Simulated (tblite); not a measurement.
Compound: C5H6NPS.
Cartesian coordinates in Å at the GFN2-xTB level; atoms count from 1:
```
atom  x, y, z in Å
C1     2.7038   -0.8993   -0.1194
S2     1.9938    0.3234   -1.2535
C3     0.3469    0.4175   -0.6472
N4     0.0615   -0.3454    0.3791
C5    -1.1401   -0.3673    0.9282
C6    -2.2242    0.3867    0.5103
C7    -2.1377    1.2601   -0.5592
P8    -0.7174    1.5391   -1.5086
H9     2.6360   -0.5209    0.8951
H10    3.7388   -1.0308   -0.4167
H11    2.1518   -1.8287   -0.2119
H12   -1.2324   -1.0443    1.7687
H13   -3.1617    0.2854    1.0381
H14   -3.0196    1.8239   -0.8402
```

Method: GFN2-xTB as coded in tblite; computed harmonic values from a numerical Hessian at the method's own geometry, unscaled. This tight-binding method is rough: wavenumbers can miss measured ones by several per cent, in bad cases by 10 to 20. One conformer, not necessarily the lowest.

**Question.** How many normal modes are there?

**Answer.** 14 atoms, non-linear: 3N − 6 = 36.

**Question.** What is the point group of the computed structure, and how do the modes divide by symmetry?

**Answer.** Cs. The vibrations span 24 a′ + 12 a″.

**Question.** How many distinct wavenumbers does the calculation give?

**Answer.** 36: Cs has no degenerate species.

**Question.** How many fundamentals are allowed in the infrared by symmetry?

**Answer.** 36 of 36: in Cs every mode is allowed. All fundamentals are allowed in the Raman spectrum.

**Question.** Zero-point energy?

**Answer.** ½Σν̃ = 21430 cm⁻¹ = 256.4 kJ/mol (36 modes), 109.5 kJ/mol of it from above 1550 cm⁻¹.

**Question.** What thermal excitation has the softest real mode at 298.15 K?

**Answer.** 74.2 cm⁻¹ is a vibrational temperature θ of 107 K. The population of v = 1 over v = 0 is exp(−θ/T) = 0.7, and the mean quantum number is 2.3.
